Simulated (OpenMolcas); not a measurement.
## Ag3+: from CASSCF to CASPT2

```json
{
  "Program": "OpenMolcas 26.06",
  "Basis": "ANO-RCC-VTZP [7s6p4d2f1g]",
  "Scalar Hamiltonian": "DKH2, point nucleus",
  "Active space": "8 electrons in 5 orbitals (4d)",
  "State averaging": "2S+1 = 3 even, 10 roots; 2S+1 = 1 even, 15 roots kept (CI in the orbitals of an earlier block)",
  "Spin-orbit coupling": "state interaction with AMFI integrals over the reference wave functions, term energies averaged over their components"
}
```

Methods on the same reference wave functions:
A. CASSCF
B. SS-CASPT2, IPEA 0.25 Eh, imaginary shift 0.1 Eh (closed shells correlated: 4s 4p)

Energies in cm-1 above 4d8 3F4, the measured ground level; measured values from the list in Gamrath, thesis, University of Mons (2023).

```csv
Level,A,B,Measured
4d8 3F4,0.0,0.0,0.0
4d8 3F3,3959,3980,4172
4d8 3F2,5958,5640,5830
4d8 3P1,19709,16410,15900
4d8 3P0,20052,16660,16092
4d8 1G4,24242,21330,20570
4d8 1S0,56412,48430,47139
```

Deviations, from unrounded energies. A percentage is the sum of absolute deviations over the sum of measured energies, with the sign that they share, or ± where signs differ.

```json
{"Against measurement": "mean absolute deviation (cm-1)", "Levels": "6", "A": "3500", "B": "580"}
{"Against measurement": "fine structure of the ground term (%)", "Levels": "2", "A": "±3.4", "B": "-3.8"}
{"Against measurement": "other terms of the ground configuration (%)", "Levels": "4", "A": "+20.8", "B": "+3.1"}
```

B lies closest to measurement on these levels. The largest miss of B in the table is 4d8 1S0, by +1300 cm-1. The ranking rests on the paired levels alone, and a cruder setting can come out closer through cancelling errors.

From A to B the spin-free energies of the other terms of 4d8 shown, above 3F, scale by factors of 0.79 to 0.86, as is usual when dynamic correlation screens the repulsion within a d or f shell.

The lowest spin-free term lies below A's lowest term by 0.440 hartree in B.

CASPT2 breaks the degeneracy within a term, and the mean is taken; among the terms shown or strongly mixed into the levels shown the widest spread is 640 cm-1 (4d8 1G, B). Terms from blocks run as CI alone lack orbitals of their own. Without dynamic correlation excited terms often stand tens of per cent too high (terms of higher spin than the ground term too low), and those without a measured partner can miss by more than the paired ones (holds for A). Computed and measured levels are paired by configuration, term and J; levels that our copy of the source lacks, or whose pairing is in doubt (as where it misses far off the trend of its configuration), stay unpaired and out of the deviations. Levels of configurations outside the active space are missing. The table leaves out levels that lie high or whose names do not pair safely across all columns.
